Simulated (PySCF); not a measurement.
**Antimony: a sound run and one with changed settings**

Sound run: Sb⁺ [Kr] 4d10 5s2 5p2, Sb²⁺ [Kr] 4d10 5s2 5p1. Computed with PySCF 2.14 in x2c-SVPall (6s5p3d, 36 functions), with scalar relativity by spin-free X2C-1e. The sound run starts from symmetry-adapted Hartree-Fock orbitals and uses a fine grid where one is needed.

Changed run: radial step 0.3 in ln r (0.13 in the sound run). This setting is unsound on purpose.

```
species  method  sound run (hartree)  changed run (hartree)  converged
    Sb⁺     UHF          -6476.94088            -6476.94088        yes
    Sb⁺  M06-2X          -6480.24634            -6480.04686        yes
    Sb⁺    MN15          -6483.93476            -6483.97255        yes
   Sb²⁺     UHF          -6476.35157            -6476.35157        yes
   Sb²⁺  M06-2X          -6479.64085            -6479.43948        yes
   Sb²⁺    MN15          -6483.32213            -6483.35858        yes
```

Ionisation energy of Sb⁺:

| method | sound run (eV) | changed run (eV) |
| --- | --- | --- |
| UHF | 16.036 | 16.036 |
| M06-2X | 16.476 | 16.528 |
| MN15 | 16.671 | 16.707 |

A coarse radial grid mis-integrates the density and the exchange-correlation energy, with errors of either sign; Hartree-Fock needs no grid.

For comparison, NIST gives 16.626 ± 0.025 eV between the lowest levels.
